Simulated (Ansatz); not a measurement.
Harmonic frequencies (cm⁻¹) at PBE0-D4/def2-TZVP from Ansatz: 22, 94, 138, 191, 203, 297, 328, 332, 387, 463, 754, 766, 792, 820, 826, 884, 890, 907, 934, 949, 2256, 2261, 3912, 3913.

Each molecule was computed in one conformer, which needn't be the lowest.

Which molecule is it?
A. `O[SiH](F)O[SiH2]F`
B. `O[Si@H](F)[Si@H](O)F`
C. `O[Si](O)(F)[SiH2]F`
D. `O[SiH2]S[SiH2]F`

B.
